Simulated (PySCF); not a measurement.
Gas-phase reaction: 2 SnF3 + 2 CF4 = 2 SnF4 + C2F6, at 2000 K and a standard pressure of 1 bar. Level: BLYP/def2-TZVP†.

Energies from PySCF, thermal terms from the rigid-rotor harmonic-oscillator model, ideal gas at 1 bar. † marks an energy on the PBE0/def2-TZVP geometry and frequencies. Open shells (unrestricted): SnF3 (multiplicity 2); the rest are closed-shell singlets. Sn: scalar-relativistic def2 core potential, no spin-orbit coupling. SnF3: computed as isolated molecules; such fragments, hydroxides, amides, oligomers or adducts are transient or little studied in the gas. The harmonic model lacks anharmonicity and excited electronic states, which grow with temperature; levels with a mode under 35 cm⁻¹ are left out. Internal rotation in C2F6 is treated as a harmonic vibration of one conformer, which makes the entropy rough.

```json
[
 {"species": "SnF3", "E (Ha)": "-513.97977", "H(2000 K) − E (kJ/mol)": "167.2", "S°(2000 K) (J/mol/K)": "466.1"},
 {"species": "CF4", "E (Ha)": "-437.64980", "H(2000 K) − E (kJ/mol)": "221.5", "S°(2000 K) (J/mol/K)": "432.0"},
 {"species": "SnF4", "E (Ha)": "-613.90160", "H(2000 K) − E (kJ/mol)": "217.6", "S°(2000 K) (J/mol/K)": "517.5"},
 {"species": "C2F6", "E (Ha)": "-675.51327", "H(2000 K) − E (kJ/mol)": "374.9", "S°(2000 K) (J/mol/K)": "620.6"}
]
```
E: electronic energy; H − E holds the zero-point and thermal terms. 1 Ha = 2625.5 kJ/mol.

Problem. Work out ΔH°, ΔS°, ΔG° and log10 K from these numbers.

Solution. 1. ΔE = 2×(-613.90160) + 1×(-675.51327) − 2×(-513.97977) − 2×(-437.64980) = -0.05733 Ha = -150.5 kJ.
2. Δ(H − E) = 2×(217.6) + 1×(374.9) − 2×(167.2) − 2×(221.5) = 32.7 kJ, so ΔH° = -117.8 kJ.
3. ΔS° = 2×(517.5) + 1×(620.6) − 2×(466.1) − 2×(432.0) = -140.6 J/K; the number of gas molecules changes by -1.
4. ΔG° = ΔH° − TΔS° = -117.8 − 2000×(-140.6)/1000 = 163.4 kJ.
5. log10 K = −ΔG°/(RT ln 10) = -4.27, with RT ln 10 = 38.29 kJ/mol; at standard pressures the reactants are favoured.
6. A shift of 10 kJ in ΔE would move log10 K by 0.26 here.
7. Lowering the total pressure from 1 bar to 0.01 bar multiplies the mole-fraction quotient K_x = K (p/p°)^(−Δn) by 10^-2, which pushes the balance towards the reactants.
For scale, ΔH°(298 K) is -148 kJ at this level, -198 kJ at ωB97M-V/def2-TZVP†, and runs from -230 to -103 kJ over the 16 levels computed.
